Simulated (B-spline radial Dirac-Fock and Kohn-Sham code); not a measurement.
## Radiative decay of the M3 hole in Ta³⁺

System: the Ta³⁺ ion in the configuration [Xe] 4f14 5d2.

Input of the calculation (task.json; shells as n, l, electrons):

```json
{"items": [{
  "Z": 73,
  "q": 3,
  "cfg": [[1, 0, 2], [2, 0, 2], [2, 1, 6], [3, 0, 2], [3, 1, 6], [3, 2, 10], [4, 0, 2], [4, 1, 6], [4, 2, 10], [4, 3, 14], [5, 0, 2], [5, 1, 6], [5, 2, 2]],
  "A": 181,
  "rrms": 5.3507,
  "do": ["binding", "quiet", "decay"],
  "holes": ["K", "L1", "L2", "L3", "M1", "M2", "M3", "M4", "M5", "N1", "N2", "N3", "N4", "N5", "N6", "N7"]
}]}
```

Launch: `python xray_run.py task.json out`

Model: one-electron (LDA, Dirac) transition rates at Dirac-Fock energies. Program: a B-spline atomic structure program.

```tsv
line	multipole	energy (eV)	width (meV)	share (%)
M3-M4	E1	404.6	0.101	0.345
M3-M5	E1	463.1	1.41	4.83
M3-N1	E1	1626.2	4.82	16.5
M3-N2	E2	1726.7	0.0107	0.0367
M3-N3	E2	1789.7	0.00912	0.0312
M3-N4	E1	1955.0	2.41	8.24
Mγ (M3-N5)	E1	1966.5	19.0	65.1
M3-O1	E1	2122.6	0.886	3.03
M3-N6	E2	2173.5	0.0223	0.0761
M3-N7	E2	2175.4	0.131	0.447
M3-O4	E1	2200.9	0.0464	0.158
M3-O5	E1	2201.6	0.368	1.26
```

The listed lines hold 100.0 % of the radiative rate. The radiative width is 0.0293 eV in the length form and 0.0289 eV in the velocity form; the two differ because the transition energies are not eigenvalue differences of the potential that gave the orbitals.
